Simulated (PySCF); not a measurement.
Runs that did not reach their result, on `C[C+](C)CS(=O)(=O)[O-]` (driver script around PySCF, density fitting, GFN2-xTB geometry as the base; each input is a line of settings and coordinates in Å).

Command:
```bash
OMP_NUM_THREADS=1 python probes_run.py task.json out
```
Input:
```
{"job": {"kind": "nmr", "xc": "r2SCAN", "basis": "pcSseg-1", "pop": true, "scf": {"level_shift": 0.9, "max_cycle": 93}}, "charge": 0, "multiplicity": 1}
C     -1.237527    -1.127707     0.405540
C     -0.516478    -0.146312    -0.426030
C     -1.062503     1.211597    -0.599047
C      0.751859    -0.427696    -0.861661
S      1.733985     0.228679     0.810240
O      1.214023    -0.622448     1.839621
O      3.037714    -0.080510     0.310670
O      1.374061     1.614801     0.872726
H     -0.681434    -1.197122     1.347476
H     -1.223585    -2.120944    -0.038836
H     -2.260276    -0.830668     0.615033
H     -0.466627     1.862065     0.051929
H     -0.924297     1.578230    -1.614025
H     -2.107931     1.284029    -0.317037
H      1.242791     0.225280    -1.566839
H      1.118627    -1.442330    -0.841173
```

Output:
```
NotImplementedError: meta-GGA GIAO
```

On AMD EPYC 9R14, one thread (shared host), this took 1.7 min of wall time and 0.74 GiB of memory at its peak.

**Question.** Diagnose the run.

**Answer.** r2SCAN is a meta-GGA, and the driver's response routines have no gauge-including magnetic terms for that class; the run stopped after the SCF. Use a GGA or a hybrid of one here, or a program that has the terms. This is a limit of the driver, not of the theory.

Input:
```
{"job": {"kind": "nmr", "xc": "revPBE", "basis": "pcSseg-1", "pop": false, "scf": {"max_cycle": 97}}, "charge": 0, "multiplicity": 3}
(coordinates as above)
```

Output:
```
NotImplementedError: this response code serves closed shells only; the SCF ended at -780.63501913 Eh with <S^2> = 2.0050
```

Time: 59 s wall; peak memory 0.53 GiB. Hardware: AMD EPYC 9R14, one thread, shared host with 96 logical CPUs at a one-minute load of 47.

**Question.** Diagnose the run.

**Answer.** Multiplicity 3 makes an open shell, and the driver's response routines handle closed shells alone; the run stopped after the SCF. Use an unrestricted response code, or restore the closed-shell charge and spin. The SCF energy in the message belongs to the altered spin state, and the message doesn't say whether it converged.

The values belong to the conformer `[CH3:1][C+:2]([CH3:3])[CH2:4][S:5](=[O:6])(=[O:7])[O-:8]`: C1–C2–C4–S5 -85°, C2–C4–S5–O6 61°.
